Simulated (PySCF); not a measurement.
Sulfuric acid, SMILES O=S(=O)(O)O (CAM-B3LYP/def2-SVP optimised geometry):

```
7

O      0.871    -0.201     0.000
S     -0.736    -0.201     0.000
O     -1.185    -1.180    -0.950
O     -1.130     1.180     0.000
O     -1.052    -0.815     1.451
H      1.185    -1.070    -0.301
H     -1.053    -0.094     2.103
```

Level of theory: CAM-B3LYP/def2-TZVP (PySCF).

Task: What are the frontier orbital energies and the dipole moment?

Result: HOMO-2 -11.55 eV, HOMO-1 -11.50 eV, HOMO -11.17 eV, LUMO 0.78 eV, LUMO+1 1.70 eV; dipole moment 3.11 D.

On the same geometry PBE/def2-TZVP (PySCF 2.14.0) gives HOMO-2 -8.29 eV, HOMO-1 -8.14 eV, HOMO -7.96 eV, LUMO -0.96 eV, LUMO+1 0.00 eV; dipole moment 2.96 D.

Meta-Löwdin charges at CAM-B3LYP/def2-TZVP: O1 -0.67, S2 2.17, O3 -0.79, O4 -0.79, O5 -0.67, H6 0.38, H7 0.38.
